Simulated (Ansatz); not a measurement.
**C3H10Si4: where a starting geometry ends**

The starting geometry of this gas-phase singlet was optimised with GFN2-xTB; its bonds are those of `C#CC1[SiH2][SiH2][SiH2][SiH2]1`.

```xyz
17

C    -3.2103    3.1480    1.2256
C    -2.8342    2.0172    1.0942
C    -2.3909    0.6672    0.9006
Si   -0.5911    0.6400    0.2002
Si   -0.3097   -1.5646   -0.4880
Si   -2.5289   -2.2631   -0.7163
Si   -3.6820   -0.3281   -0.1349
H    -3.5295    4.1381    1.3562
H    -2.3480    0.1889    1.8881
H     0.2948    1.1521    1.2549
H    -0.5284    1.6225   -0.8896
H     0.4660   -2.3587    0.4756
H     0.4809   -1.6599   -1.7219
H    -2.8796   -2.7296   -2.0639
H    -2.8832   -3.4047    0.1401
H    -4.8901   -0.4637    0.6901
H    -4.0670    0.5092   -1.2787
```

Where would you expect an optimisation with PBE-D3(BJ)/def2-SVP to take it?

It keeps its bonds, and is `C#CC1[SiH2][SiH2][SiH2][SiH2]1`.

The energy falls by 0.29 eV over 11 steps:

```
step  E − E(last) (eV)
   1             0.289
   2             0.028
   3             0.014
   4             0.011
   5             0.008
   7             0.001
   8             0.000
   9             0.000
  10             0.000
  11             0.000
```

Final geometry (Å):

```xyz
17

C    -3.2340    3.1726    1.4329
C    -2.8526    2.0254    1.2311
C    -2.4000    0.6832    0.9343
Si   -0.6505    0.6742    0.1194
Si   -0.2871   -1.5889   -0.4647
Si   -2.5388   -2.2974   -0.6992
Si   -3.6386   -0.2630   -0.2038
H    -3.5706    4.1816    1.6214
H    -2.3116    0.0792    1.8679
H     0.3637    1.2579    1.0648
H    -0.7093    1.5170   -1.1260
H     0.4051   -2.3452    0.6402
H     0.5105   -1.7378   -1.7329
H    -2.8552   -2.8071   -2.0799
H    -2.8741   -3.3687    0.3067
H    -4.9675   -0.4090    0.4858
H    -3.8206    0.5367   -1.4657
```

No frequencies were run, so the end isn't proven a minimum. Run with Ansatz 0.2.0, 35 s on 2 threads of Intel(R) Xeon(R) Processor @ 2.70GHz (shared host).
